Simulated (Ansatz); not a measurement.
One change: `BrC1C[SiH2]1` becomes `[SnH3][CH]1C[SiH2]1`.

Ansatz, PBE0-D4/def2-TZVP geometries, multiplicity 1. 

Elements past krypton have def2 core potentials. Scalar relativity is left out up to krypton. Spin–orbit coupling is left out; it splits and shifts lone-pair levels of the heavy atoms by tenths of an eV.

```tsv
property	`BrC1C[SiH2]1`
HOMO energy (PBE/def2-TZVPP) / eV	-5.82
HOMO energy (PBE0/def2-TZVPP) / eV	-6.95
HOMO–LUMO gap (PBE0/def2-TZVPP) / eV	6.44
size of the dipole moment (B3LYP/def2-TZVPP) / D	2.08
HOMO energy (B3LYP/def2-TZVPP) / eV	-6.74
size of the dipole moment (PBE/def2-TZVPP) / D	1.92
```

What does the change do to each property? (Best estimate.)

Ansatz gave: 
```json
{"property": "HOMO energy (PBE/def2-TZVPP) / eV", "`[SnH3][CH]1C[SiH2]1`": "-5.82", "shift": "0.00"}
{"property": "HOMO energy (PBE0/def2-TZVPP) / eV", "`[SnH3][CH]1C[SiH2]1`": "-6.86", "shift": "0.09"}
{"property": "HOMO–LUMO gap (PBE0/def2-TZVPP) / eV", "`[SnH3][CH]1C[SiH2]1`": "6.79", "shift": "0.35"}
{"property": "size of the dipole moment (B3LYP/def2-TZVPP) / D", "`[SnH3][CH]1C[SiH2]1`": "0.82", "shift": "-1.26"}
{"property": "HOMO energy (B3LYP/def2-TZVPP) / eV", "`[SnH3][CH]1C[SiH2]1`": "-6.66", "shift": "0.08"}
{"property": "size of the dipole moment (PBE/def2-TZVPP) / D", "`[SnH3][CH]1C[SiH2]1`": "0.78", "shift": "-1.14"}
```

With PBE0 the HOMO rises by 0.09 eV and the LUMO rises by 0.43 eV, so the gap widens by about 0.34 eV. PBE moves the HOMO by 0.00 eV and ωB97M-V by 0.13 eV. Dipoles are sizes alone; their direction can turn.

Positive LUMOs are unbound, so they and the gaps depend on the basis.

B3LYP here is the variant with VWN-RPA as its local correlation; programs differ in this.
